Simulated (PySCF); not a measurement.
1,3-thiazole-2-carbaldehyde (C4H3NOS), SMILES C(=O)c1nccs1. Geometry optimised at PBE-D3(BJ)/def2-SVP. Other conformers were not sampled.

Task: Give the equilibrium geometry at PBE-D3(BJ)/def2-SVP (PySCF confirms it by a frequency run) as a Z-matrix, and its point group. (The exact figures need the calculation; the answer reports its results.)

Result: This is not unique; one that fits is point group Cs.
```
C
N 1 1.3190
C 2 1.3619 1 110.77
C 3 1.3904 2 115.44 1 0.00
H 4 1.0973 3 128.08 2 180.00
H 3 1.1000 2 120.14 1 180.00
C 1 1.4731 2 125.33 3 180.00
O 7 1.2199 1 123.99 2 180.00
H 7 1.1279 8 123.38 1 180.00
S 4 1.7209 5 121.28 3 180.00
```
Charge 0, spin multiplicity 1.
